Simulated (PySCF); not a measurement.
# Assignment exercise: C$_{4}$H$_{4}$ClF$_{3}$O

Geometry (Å), atoms numbered from 1 in this order:
```xyz
13

C    -1.3616    1.3109    0.2455
C    -0.5709    0.3004   -0.0578
C    -0.6736   -1.1200    0.4146
Cl   -2.2561   -1.4544    1.1408
O     0.4863    0.5384   -0.9729
C     1.7012    0.1419   -0.6523
F     2.5819    0.7162   -1.4594
F     2.0556    0.4422    0.6087
F     1.8962   -1.1893   -0.7622
H    -2.2131    1.1717    0.8841
H    -1.1833    2.2902   -0.1584
H     0.0803   -1.3395    1.1765
H    -0.5474   -1.8083   -0.4248
```

PySCF 2.14.0 with density-fitted response routines calculation with GFN2-xTB geometry and GIAO PBE0/pcSseg-1 shieldings; non-relativistic Hamiltonian, rapidly exchanging positions averaged, gas phase, one computed conformer.

Chemical shifts δ = σref − σ; TMS for 13C (σref 186.93), 1H (σref 31.72), all at this level.

Q: Assign these signals to the numbered atoms. 13C{1H} NMR (computed): δ 160.8, 129.4, 113.4, 47.3.

A: 
160.8 → C2, alkene carbon bearing oxygen: an sp2 carbon further deshielded by the attached heteroatom
129.4 → C6, CF3 carbon: 4 electronegative neighbours deshield it
113.4 → C1, β carbon of an enol-ether or enamine type C=C: the O or N lone pair pushes π density onto this β carbon and shields it
47.3 → C3, allylic sp3 CH2 bonded to Cl: pulled downfield by the heteroatom

Q: Assign these signals to the numbered atoms. 1H NMR (400 MHz, computed): δ 5.92 (m, 1H), 5.77 (m, 1H), 4.34 (s, 2H).

A: 
| δ (ppm) | atoms | environment | reason |
| --- | --- | --- | --- |
| 5.92 | H10 | hydrogen on a β carbon of an enol-ether or enamine type C=C | a vinylic proton, deshielded by the sp2 carbon and the C=C anisotropy |
| 5.77 | H11 | hydrogen on a β carbon of an enol-ether or enamine type C=C | – |
| 4.34 | H12/H13 | hydrogen on an allylic sp3 CH2 bonded to Cl | its carbon carries Cl, an electronegative neighbour |

Carbons that carry Cl, above all several Cl atoms, come out too deshielded, partly because spin–orbit coupling is missing. Splittings by 19F in the carbon and heteronuclear signals aren't shown, as no couplings were computed. Shifts are as computed. Against solution values, carbons near 30 ppm lie about +3 ppm off and those near 130 ppm about +5 ppm; carbons on Cl a further +6 ppm. Of 1211 compounds with measured shifts, 218 miss one by over three times the rms of a fit or turn the order of signals round; such compounds aren't used in these exercises. No couplings were computed; multiplicities are counted from neighbouring protons, with m where these are inequivalent, close in shift, in a saturated or five-membered ring or joined by F or P, and br s for small geminal =CH2 splittings.
